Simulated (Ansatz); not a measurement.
System: C$_{4}$H$_{4}$N, charge 0, multiplicity 2. It need not be the lowest isomer of its formula. 
Structure (B3LYP-D3(BJ)/def2-TZVP (Ansatz, a first-principles code) minimum search):
```
C
C 1 1.3651
H 2 1.0803 1 121.26
H 2 1.0828 3 117.51 1 -180.00
H 1 1.0844 2 119.03 3 0.00
C 1 1.3990 5 117.37 2 -180.00
H 6 1.0835 1 120.20 5 180.00
C 6 1.3997 7 117.02 1 -180.00
N 8 1.1593 7 152.54 6 -180.00
```
Charge 0, spin multiplicity 2.

Basis-set convergence of Hartree-Fock and MP2 correlation energies (hartree) with Ansatz. Valence correlation only, unless marked. UHF or UKS for open shells. Spin-orbit coupling is left out. Non-relativistic.

The UHF reference is spin-contaminated (<S^2> 0.35 over the pure value in the largest basis). 

```json
[
 {"basis": "cc-pVDZ", "functions": "90", "E(HF)": "-208.22796", "E(corr, MP2)": "-0.61860"},
 {"basis": "cc-pVTZ", "functions": "206", "E(HF)": "?", "E(corr, MP2)": "?"}
]
```

Question: Fill in the missing entries.

Answer: 
- cc-pVTZ, E(HF): -208.28147
- cc-pVTZ, E(corr, MP2): -0.76140
